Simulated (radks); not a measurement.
The numbers below are computed, except where a source is named.
Spin polarisation of the 3p5 shell in the calcium ion Ca3+. Start: [Ne] 3s2 3p(up 2.5, down 2.5); electrons of 3p are moved from spin down to spin up, other shells keep equal spins. Code: a radial shooting solver on a logarithmic mesh with Libxc functionals. Model: scalar-relativistic Kohn-Sham, SCAN, spin-polarised, spherical densities, finite nucleus; meta-GGA in the generalised Kohn-Sham scheme; Fermi nuclear charge, rms radius of each element as measured or else 0.836 A^(1/3) + 0.57 fm.

[
 {"moment (Bohr magnetons)": "0", "E - E(0) (eV)": "0.000", "e(3p up) (eV)": "-60.308", "e(3p down) (eV)": "-60.308", "3s down minus up (eV)": "0.000"},
 {"moment (Bohr magnetons)": "0.25", "E - E(0) (eV)": "-0.060", "e(3p up) (eV)": "-60.532", "e(3p down) (eV)": "-60.078", "3s down minus up (eV)": "0.477"},
 {"moment (Bohr magnetons)": "0.5", "E - E(0) (eV)": "-0.130", "e(3p up) (eV)": "-60.747", "e(3p down) (eV)": "-59.840", "3s down minus up (eV)": "0.951"},
 {"moment (Bohr magnetons)": "0.75", "E - E(0) (eV)": "-0.264", "e(3p up) (eV)": "-60.956", "e(3p down) (eV)": "-59.595", "3s down minus up (eV)": "1.423"},
 {"moment (Bohr magnetons)": "1", "E - E(0) (eV)": "-0.470", "e(3p up) (eV)": "-61.157", "e(3p down) (eV)": "-59.342", "3s down minus up (eV)": "1.895"}
]

At moment 1 the spin-polarisation energy is -0.470 eV and the 3p exchange splitting 1.815 eV, that is 1.815 eV per Bohr magneton; E = -I m^2/4 would give I = 1.880 eV.
